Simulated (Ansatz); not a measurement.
Calculation: frozen-core CCSD(T)/cc-pVTZ // B3LYP-D3(BJ)/def2-TZVP in Ansatz (an electronic-structure program).

Ansatz 0.2 input:
```yaml
crystal:
  periodic: [false, false, false]
  atoms:
    - { symbol: N, position_ang: [-1.302306, -0.665913, 0.140341] }
    - { symbol: Al, position_ang: [0.301554, 0.054262, 0.270857] }
    - { symbol: O, position_ang: [1.63874, -0.955843, 0.012082] }
    - { symbol: O, position_ang: [0.570684, 1.690795, 0.638821] }
    - { symbol: H, position_ang: [-2.176925, -0.18503, 0.268517] }
    - { symbol: H, position_ang: [-1.461313, -1.636563, -0.077765] }
    - { symbol: H, position_ang: [2.541956, -0.642341, 0.064672] }
    - { symbol: H, position_ang: [-0.112383, 2.340636, 0.801581] }
basis:
  gaussian: { orbitals: cc-pVTZ }
correlation:
  method: ccsd_t
```

Output:

```
Functional definition: HF
1068 factors; integrals over basis functions are off by at most 1.2e-3 eV
mean field evaluation 1: about -12202.9902 eV, gradient 6.0e1 eV
mean field evaluation 2: about -12203.0823 eV, gradient 6.0e1 eV
mean field evaluation 4: about -12209.1722 eV, gradient 2.9e0 eV
mean field evaluation 8: about -12209.2195 eV, gradient 3.2e-1 eV
mean field evaluation 16: about -12202.9906 eV, gradient 6.0e1 eV
mean field -12209.21989106 eV, -448.6805552899 hartree, gradient 1.4e-6 eV, S^2 0.000000; 0 other end points of the search recorded, 0 dependent functions left out
8 core orbitals not correlated
reference -12209.21989106 eV, -448.6805552899 hartree; 12, 12 occupied and 160, 160 virtual orbitals, 1068 factors
second order -21.22874847 eV of doubles, -0.00000000 eV of singles
cycle   1  -21.06241772 eV  change    1.7e-1 eV  update   8.8e-2
cycle   2  -21.48035395 eV  change   -4.2e-1 eV  update   2.5e-2
cycle   3  -21.58663683 eV  change   -1.1e-1 eV  update   1.3e-2
cycle   4  -21.57347212 eV  change    1.3e-2 eV  update   2.9e-3
cycle   5  -21.57235043 eV  change    1.1e-3 eV  update   1.3e-3
cycle   6  -21.57292233 eV  change   -5.7e-4 eV  update   3.6e-4
cycle   7  -21.57266971 eV  change    2.5e-4 eV  update   1.3e-4
cycle   8  -21.57261282 eV  change    5.7e-5 eV  update   4.1e-5
cycle   9  -21.57262221 eV  change   -9.4e-6 eV  update   1.7e-5
perturbative correction -0.75120652 eV, -0.0276063305 hartree
Total energy: -12231.54371979 eV, -449.5009408641 hartree
```

Cost: very roughly 28 core-seconds.
